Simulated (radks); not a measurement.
Results of a calculation; reference values are marked as such.
Species: W+. Configuration: [Xe] 4f14 5d4 6s1.

Level of theory: scalar-relativistic Kohn-Sham, r2SCAN, spin-polarised, spherical densities, finite nucleus; open shells are filled with parallel spins first (spin-orbit coupling, left out, can overturn this in heavy ions); meta-GGA in the generalised Kohn-Sham scheme; Fermi nuclear charge, rms radius 5.3658 fm (a radial shooting solver on a logarithmic mesh with Libxc functionals).

Energy parts (eV):
part                       energy
total                  -439234.55
kinetic                 483834.06
electron-nucleus      -1085395.57
Hartree                 171122.19
exchange-correlation     -8795.23

Orbitals (lengths in bohr, moments of r in powers of bohr; r(max) is where P^2 peaks):
[
 {"orbital": "1s up", "occ.": "1", "eigenvalue (eV)": "-69569.78", "r(max)": "0.01146", "<1/r>": "87.05"},
 {"orbital": "1s down", "occ.": "1", "eigenvalue (eV)": "-69569.79", "r(max)": "0.01146", "<1/r>": "87.05"},
 {"orbital": "2s up", "occ.": "1", "eigenvalue (eV)": "-12039.63", "r(max)": "0.06565", "<1/r>": "20.37"},
 {"orbital": "2s down", "occ.": "1", "eigenvalue (eV)": "-12039.36", "r(max)": "0.06565", "<1/r>": "20.37"},
 {"orbital": "2p up", "occ.": "3", "eigenvalue (eV)": "-10528.21", "r(max)": "0.05389", "<1/r>": "18.45"},
 {"orbital": "2p down", "occ.": "3", "eigenvalue (eV)": "-10528.00", "r(max)": "0.05388", "<1/r>": "18.45"},
 {"orbital": "3s up", "occ.": "1", "eigenvalue (eV)": "-2788.120", "r(max)": "0.1851", "<1/r>": "7.555"},
 {"orbital": "3s down", "occ.": "1", "eigenvalue (eV)": "-2788.112", "r(max)": "0.1851", "<1/r>": "7.554"},
 {"orbital": "3p up", "occ.": "3", "eigenvalue (eV)": "-2338.410", "r(max)": "0.1832", "<1/r>": "6.969"},
 {"orbital": "3p down", "occ.": "3", "eigenvalue (eV)": "-2338.381", "r(max)": "0.1832", "<1/r>": "6.969"},
 {"orbital": "3d up", "occ.": "5", "eigenvalue (eV)": "-1820.114", "r(max)": "0.1495", "<1/r>": "6.575"},
 {"orbital": "3d down", "occ.": "5", "eigenvalue (eV)": "-1819.975", "r(max)": "0.1495", "<1/r>": "6.575"},
 {"orbital": "4s up", "occ.": "1", "eigenvalue (eV)": "-586.5510", "r(max)": "0.4207", "<1/r>": "3.199"},
 {"orbital": "4s down", "occ.": "1", "eigenvalue (eV)": "-586.3538", "r(max)": "0.4207", "<1/r>": "3.199"},
 {"orbital": "4p up", "occ.": "3", "eigenvalue (eV)": "-438.3770", "r(max)": "0.4411", "<1/r>": "2.909"},
 {"orbital": "4p down", "occ.": "3", "eigenvalue (eV)": "-438.2055", "r(max)": "0.4411", "<1/r>": "2.909"},
 {"orbital": "4d up", "occ.": "5", "eigenvalue (eV)": "-249.5793", "r(max)": "0.4523", "<1/r>": "2.587"},
 {"orbital": "4d down", "occ.": "5", "eigenvalue (eV)": "-249.3661", "r(max)": "0.4524", "<1/r>": "2.588"},
 {"orbital": "4f up", "occ.": "7", "eigenvalue (eV)": "-40.8745", "r(max)": "0.4300", "<1/r>": "2.079"},
 {"orbital": "4f down", "occ.": "7", "eigenvalue (eV)": "-40.4005", "r(max)": "0.4298", "<1/r>": "2.090"},
 {"orbital": "5s up", "occ.": "1", "eigenvalue (eV)": "-88.9033", "r(max)": "0.9658", "<1/r>": "1.240"},
 {"orbital": "5s down", "occ.": "1", "eigenvalue (eV)": "-87.0300", "r(max)": "0.9618", "<1/r>": "1.254"},
 {"orbital": "5p up", "occ.": "3", "eigenvalue (eV)": "-52.8346", "r(max)": "1.096", "<1/r>": "1.040"},
 {"orbital": "5p down", "occ.": "3", "eigenvalue (eV)": "-50.1232", "r(max)": "1.086", "<1/r>": "1.062"},
 {"orbital": "5d up", "occ.": "4", "eigenvalue (eV)": "-13.0439", "r(max)": "1.492", "<1/r>": "0.6701"},
 {"orbital": "5d down", "occ.": "0", "eigenvalue (eV)": "-8.5951", "r(max)": "1.434", "<1/r>": "0.6855"},
 {"orbital": "6s up", "occ.": "1", "eigenvalue (eV)": "-13.3606", "r(max)": "2.531", "<1/r>": "0.4426"}
]

The highest occupied level is 5d up at -13.044 eV. Spin moment in Bohr magnetons: 5. The electron density at the nucleus is 1.515e+06 e/bohr^3 (large components only). Summed over all electrons, <r^2> = 52.67 bohr^2, which gives a Langevin (diamagnetic) susceptibility term of -41.7 x 10^-6 cm^3/mol. The spin density at the nucleus is 84.3 e/bohr^3 (1s 0.6, 2s -1.9, 3s 0.9, 4s 3.1, 5s -22.0, 6s 103.6).
